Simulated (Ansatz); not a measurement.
Consider the hydrogenolysis of a B–C bond: `OCB(F)O[SiH3]` + H₂ → `FBO[SiH3]` + CH₃OH.

Gas-phase electronic energies from Ansatz, PBE0-D4/def2-TZVP geometries. CCSD(T)/CBS adds triple-zeta CCSD(T) − MP2 to the extrapolated MP2 energy (def2 sets, frozen cores). This one scheme is used for every species. Functionals use def2-TZVPP. B3LYP here is the variant with VWN-RPA as its local correlation; programs differ in this. Each species was taken in one conformer, which may not be the lowest.

`OCB(F)O[SiH3]`:

```xyz
12

O     1.381    0.315    0.357
C     0.397    1.214    0.838
B    -1.021    0.726    0.358
F    -2.079    1.453    0.714
O    -1.228   -0.370   -0.382
Si   -0.329   -1.583   -1.071
H     2.250    0.600    0.644
H     0.400    1.276    1.936
H     0.564    2.238    0.474
H     0.608   -1.044   -2.082
H    -1.322   -2.452   -1.749
H     0.378   -2.375   -0.039
```

H₂:

Cartesian coordinates in Å:
```
H 0.164 0.321 -0.097
H -0.164 -0.321 0.097
```

`FBO[SiH3]`:

Z-matrix (Å, degrees):
```
Si
O 1 1.655
H 1 1.481 2 108.0
H 1 1.481 2 108.0 3 -119.2
H 1 1.485 2 110.1 3 120.4
B 2 1.342 1 134.0 3 -120.1
F 6 1.324 2 118.3 1 180.0
H 6 1.198 2 123.1 1 0.0
```

CH₃OH:

Z-matrix (Å, degrees):
```
C
O 1 1.409
H 1 1.097 2 112.4
H 1 1.090 2 107.0 3 -118.5
H 1 1.097 2 112.4 3 123.0
H 2 0.959 1 108.5 3 -61.6
```

| level | ΔE (kcal/mol) | difference from CCSD(T)/CBS |
| --- | --- | --- |
| PBE-D4 | -2.0 | 1.1 |
| r2SCAN-D4 | -1.7 | 1.4 |
| PBE0-D4 | -2.6 | 0.5 |
| B3LYP-D4 | -2.9 | 0.2 |
| ωB97X-V | -2.8 | 0.3 |
| ωB97M-V | -2.1 | 1.0 |
| B2PLYP | -4.8 | -1.7 |
| PBE | -3.9 | -0.8 |
| r2SCAN | -2.3 | 0.8 |
| PBE0 | -4.2 | -1.1 |
| B3LYP | -5.9 | -2.8 |
| HF/def2-TZVPP | -8.8 | -5.7 |
| MP2/def2-TZVPP | -2.8 | 0.3 |
| SCS-MP2/def2-TZVPP | -4.4 | -1.3 |
| CCSD/def2-TZVPP | -4.2 | -1.1 |
| CCSD(T)/def2-TZVPP | -3.3 | -0.2 |
| HF/def2-QZVPP | -9.1 | -6.0 |
| MP2/def2-QZVPP | -2.8 | 0.3 |
| SCS-MP2/def2-QZVPP | -4.3 | -1.2 |
| HF/CBS(def2) | -9.1 | -6.0 |
| MP2/CBS(def2) | -2.6 | 0.5 |
| CCSD/CBS(def2) | -4.0 | -0.9 |
| CCSD(T)/CBS | -3.1 | 0 |

Largest T1 diagnostic among the species: 0.013.

In def2-TZVPP, CCSD(T) changes the Hartree–Fock value by +5.6 kcal/mol (the triples alone add +1.0 kcal/mol) and MP2 by +6.0 kcal/mol. The D4 term adds +3.0 kcal/mol with B3LYP and +1.7 kcal/mol with PBE0; it sums over pairs of atoms, weighted by their polarisabilities, and B3LYP, whose exchange is more repulsive, gets the larger term.
